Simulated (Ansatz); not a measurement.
`C[SiH](Cl)[SiH2][AlH2]`, relaxed with RKS PBE-D4/def2-SVP in Ansatz 0.2.0 from a rough embedded geometry. The force threshold is 0.03 eV/Å; the program also tests the step.

The species carries charge 0 and has multiplicity 1.

Start:

```xyz
13

C     0.856    0.246   -1.758
Si    0.218   -1.117   -0.743
Cl   -1.696   -1.570   -1.380
Si    0.112   -0.579    1.449
Al   -1.211    1.351    1.675
H     1.880    0.582   -1.396
H     0.180    1.172   -1.614
H     0.869    0.010   -2.793
H     1.056   -2.273   -0.942
H    -0.388   -1.650    2.192
H     1.518   -0.204    1.842
H    -2.543    1.276    2.590
H    -0.851    2.755    0.880
```

```
         step  energy (eV)  largest force (eV/Å)  largest move (Å)
            1  -36012.5043                 2.571             0.000
            2  -36012.9180                 0.824             0.168
            3  -36012.9655                 0.154             0.095
            4  -36012.9782                 0.158             0.102
            5  -36012.9902                 0.154             0.082
            6  -36013.0178                 0.209             0.195
            7  -36013.0581                 0.246             0.192
            8  -36013.1200                 0.209             0.198
            9  -36013.2062                 0.300             0.197
           10  -36013.2625                 0.367             0.129
11 (rejected)  -36013.2331                 0.722             0.193
           12  -36013.2935                 0.108             0.093
           13  -36013.2973                 0.126             0.051
           14  -36013.3021                 0.062             0.038
           15  -36013.3069                 0.048             0.102
           16  -36013.3090                 0.082             0.143
           17  -36013.3106                 0.050             0.033
           18  -36013.3115                 0.036             0.053
           19  -36013.3122                 0.020             0.022
           20  -36013.3124                 0.025             0.056
           21  -36013.3126                 0.025             0.037
```

End:

```xyz
13

C     1.146    0.206   -1.789
Si    0.207   -0.920   -0.611
Cl   -1.914   -0.293   -0.817
Si    0.383   -0.413    1.675
Al   -1.664    0.962    1.385
H     2.219   -0.081   -1.786
H     1.069    1.262   -1.459
H     0.763    0.125   -2.826
H     0.157   -2.332   -1.133
H     0.297   -1.710    2.443
H     1.746    0.192    1.913
H    -3.009    0.547    2.149
H    -1.400    2.455    0.856
```

Run time 24 s (4 threads of an Intel Xeon Platinum 8488C on a shared host); peak host memory 0.2 GiB.
